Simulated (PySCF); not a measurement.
Species: C2H4F3O2P.
SMILES with atom numbers: `[CH3:1][P@:2](=[O:3])([OH:4])[C:5]([F:6])([F:7])[F:8]` (hydrogens: H9, H10, H11 on C1; H12 on O4)

Computed by this run: HF/6-31G* geometry optimisation, gas phase (PySCF 2.14.0); density fitting; the optimiser is geomeTRIC in internal coordinates, started from a GFN2-xTB structure.

Geometry at step 2:
```
atom  x, y, z in Å
C1     -1.3744   -0.5917    0.4222
P2      0.0328    0.5267    0.4049
O3      0.5092    1.0544    1.6760
O4     -0.3703    1.6275   -0.6761
C5      1.3263   -0.4575   -0.5027
F6      2.4205    0.2134   -0.7699
F7      0.8395   -0.9034   -1.6559
F8      1.6606   -1.5162    0.2221
H9     -1.6667   -0.8601   -0.5843
H10    -2.2048   -0.1030    0.9177
H11    -1.1186   -1.4885    0.9732
H12    -0.0517    2.4971   -0.4537
```

**Question.** What forces act on the atoms?

**Answer.** 
| atom | Fx (eV/Å) | Fy (eV/Å) | Fz (eV/Å) |
| --- | --- | --- | --- |
| C1 | 0.036 | 0.008 | 0.022 |
| P2 | 0.000 | -0.016 | -0.046 |
| O3 | 0.043 | -0.020 | -0.032 |
| O4 | 0.002 | -0.026 | -0.019 |
| C5 | -0.167 | -0.348 | -0.052 |
| F6 | 0.075 | 0.285 | 0.077 |
| F7 | 0.012 | 0.021 | 0.110 |
| F8 | -0.040 | 0.068 | -0.059 |
| H9 | -0.015 | 0.000 | -0.024 |
| H10 | 0.015 | 0.028 | 0.004 |
| H11 | -0.003 | -0.003 | 0.015 |
| H12 | 0.042 | 0.004 | 0.004 |

The largest, 0.39 eV/Å, acts on C5; the rms over all components is 0.088 eV/Å. The forces sum to zero within rounding, as they must for an isolated molecule in no field.

**Question.** Give the force on C5 in Eh/bohr and in nN.

**Answer.** 0.389 eV/Å ÷ 51.422 = 0.00757 Eh/bohr, and 0.389 eV/Å × 1.602 = 0.62 nN.

**Question.** How far is this geometry from the end of the optimisation?

**Answer.** 0.014 eV above it, and 0.060 Å rms away after alignment. The bonds farthest from their final lengths, with half the difference of the two atoms' forces along the bond (positive lengthens):

```csv
bond,now (Å),final (Å),force along bond (eV/Å)
C5–F6,1.311,1.319,+0.25
P2–C5,1.862,1.856,+0.03
C5–F8,1.326,1.321,-0.15
C5–F7,1.329,1.325,-0.16
C1–P2,1.798,1.795,-0.02
```

The angle farthest from its final value is P2–C5–F6, 114.1° against 110.9°.

The cost below is that of the whole optimisation. The run took 37 s on one thread, Arm Neoverse V1 (aarch64) (shared host), and the process peaked at 0.53 GiB of memory.
